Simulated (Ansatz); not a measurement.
BH3SeSn, SMILES `[BH]1[Se][SnH2]1`. The species carries charge 0 and has multiplicity 1. Sn: def2 effective core potential. The structure was optimised at the PBE0-D4/def2-TZVP level.

```xyz
6

B     0.510    1.165   -0.422
Se    1.865   -0.096   -0.181
Sn   -0.734   -0.527    0.248
H     0.417    2.295   -0.764
H    -0.879   -1.006    1.879
H    -1.179   -1.830   -0.759
```

(1) What is the dipole moment at B3LYP/def2-TZVPP? (Estimate.)

(2) And with PBE, r2SCAN, ωB97M-V? (Estimate.)

(3) Give the Mulliken charges with B3LYP, r2SCAN, ωB97M-V in def2-TZVPP. (Estimate.)

Answers

(1) Ansatz gave: 1.50 D, with components (-1.49, 0.08, 0.15) D in this frame, pointing from negative to positive charge.

(2) Ansatz gave: PBE 1.26 D, r2SCAN 1.41 D, ωB97M-V 1.71 D.

(3) Ansatz gave: 
```
atom  B3LYP  r2SCAN  ωB97M-V
  B1  -0.16   -0.18    -0.19
 Se2  -0.14   -0.11    -0.12
 Sn3   0.45    0.46     0.34
  H4   0.07    0.03     0.10
  H5  -0.11   -0.10    -0.06
  H6  -0.11   -0.10    -0.06
```

B3LYP here is the variant with VWN-RPA as its local correlation; programs differ in this.
